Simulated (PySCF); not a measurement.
**Correlation energy of Sn³⁴⁺ (tin, charge +34)**

[Ne] 3s2 3p4, high-spin 3P determinant. Computed with PySCF 2.14 in an uncontracted even-tempered set (16 s from 5 bohr⁻², ratio 2.5; 11 p from 6.5 bohr⁻², ratio 2.5; 5 d from 30 bohr⁻², ratio 2.7; 4 f from 45 bohr⁻², ratio 2.7), with the non-relativistic Hamiltonian (point nucleus). Frozen: 1s2; 14 electrons correlated; the 17 highest virtual orbitals of each spin left out.

```
  level  correlation energy (mhartree)
   CCSD                        -564.74
    (T)                          -1.49
CCSD(T)                        -566.23
```

Diagnostics: T1 = 0.00087, D1 = 0.0042, largest double amplitude 0.024.

A non-relativistic calculation at this Z misses sizeable relativistic shifts. Spin-orbit coupling is strong in this species (close to jj coupling), so the high-spin LS determinant is a model state, not a physical level.

Cost of the coupled-cluster step: of the order of 40 core-seconds, for 14 correlated electrons.

Iterations:

```
CC2 = 0
CCSD nocc = (np.int64(8), np.int64(6)), nmo = (84, 84)
frozen orbitals [[0, 85, 86, 87, 88, 89, 90, 91, 92, 93, 94, 95, 96, 97, 98, 99, 100, 101], [0, 85, 86, 87, 88, 89, 90, 91, 92, 93, 94, 95, 96, 97, 98, 99, 100, 101]]
max_cycle = 100
direct = 0
conv_tol = 1e-08
conv_tol_normt = 1e-06
diis_space = 8
diis_start_cycle = 0
Init t2, MP2 energy = -0.546080313137113
Init E_corr(UCCSD) = -0.546080313138046
cycle = 1  E_corr(UCCSD) = -0.560716720635523  dE = -0.0146364075  norm(t1,t2) = 0.0115965
cycle = 2  E_corr(UCCSD) = -0.563864948971798  dE = -0.00314822834  norm(t1,t2) = 0.00275013
cycle = 3  E_corr(UCCSD) = -0.564755666853124  dE = -0.000890717881  norm(t1,t2) = 0.000701291
cycle = 4  E_corr(UCCSD) = -0.564744567868168  dE = 1.1098985e-05  norm(t1,t2) = 3.49427e-05
cycle = 5  E_corr(UCCSD) = -0.564744665717219  dE = -9.78490511e-08  norm(t1,t2) = 2.28144e-06
cycle = 6  E_corr(UCCSD) = -0.564744728376352  dE = -6.26591335e-08  norm(t1,t2) = 1.56084e-07
cycle = 7  E_corr(UCCSD) = -0.564744724713513  dE = 3.66283903e-09  norm(t1,t2) = 2.04293e-08
UCCSD converged
E(UCCSD) = -5114.365990364584  E_corr = -0.5647447247135131
UCCSD(T) correction = -0.00149115709656626
```

At this charge a non-relativistic calculation is a model, useful for the Z dependence of the correlation energy.

Spin-orbit coupling is strong in this species, so the high-spin LS determinant is a model state.
